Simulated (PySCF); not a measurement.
Coordinates in bohr (charge -1 multiplicity 1):
```
I     0.0000    0.0000    0.6341
S     4.2263    0.0000   -0.8389
S    -2.1132    3.6601   -0.8389
S    -2.1131   -3.6601   -0.8389
```

All numbers come from B3LYP/[I def2-SVPD with ECP28, S def2-SVPD], scalar-relativistic core potentials, density fitting, no spin–orbit coupling, PySCF.

This geometry of IS₃⁻ is a stationary point at this level.

(1) What is the point group?

(2) Is it a minimum?

(3) What are the dipole moment and the gap between the highest occupied and lowest empty levels?

(4) Give the atomic charges and bond orders.

Answers

(1) C3v.

(2) Yes: all harmonic wavenumbers are real.

(3) 3.09 D about the centre of mass and 3.04 eV.

(4) 
```json
{"atom": "I1", "Mulliken": "0.99", "Löwdin": "0.37", "polar tensor": "1.05", "Mayer order to I1": "–"}
{"atom": "S2,3,4", "Mulliken": "-0.66", "Löwdin": "-0.46", "polar tensor": "-0.68", "Mayer order to I1": "1.10"}
```

This need not be the most stable arrangement of these atoms. The lowest empty level of this anion is unbound, so it and the gap depend on the basis.
